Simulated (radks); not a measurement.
Polarisability of neutral nickel, [Ar] 3d8 4s2, at imaginary frequency. Calculated with a radial shooting solver on a logarithmic mesh with Libxc functionals: scalar-relativistic Kohn-Sham, LDA (Slater exchange, Perdew-Wang correlation), spin-polarised, spherical densities, finite nucleus; open shells are filled with parallel spins first; Fermi nuclear charge, rms radius 3.7757 fm. Response by self-consistent Sternheimer equations with the Hartree and adiabatic LDA kernel, the relativistic mass of each level held fixed and spin-orbit coupling left out.

w (hartree),alpha1(iw) (bohr^3)
0.00266,43.90
0.0143,43.72
0.0360,42.70
0.0697,39.75
0.118,33.96
0.186,25.98
0.280,17.92
0.413,11.52
0.605,7.116
0.892,4.301
1.35,2.529
2.12,1.402
3.59,0.6836
6.94,0.2556
17.5,0.05488

Static values: alpha1 = 43.91 bohr^3 (6.507 angstrom^3; uncoupled 79.36). C6 = 343.8, triple-dipole C9 = 10760 atomic units. One-pole (London) frequency 4 C6 / (3 alpha1^2) = 0.238 hartree, against 0.209 for minus the highest occupied eigenvalue. Recommended static value: 49 bohr^3 (Schwerdtfeger and Nagle, 2023 table).
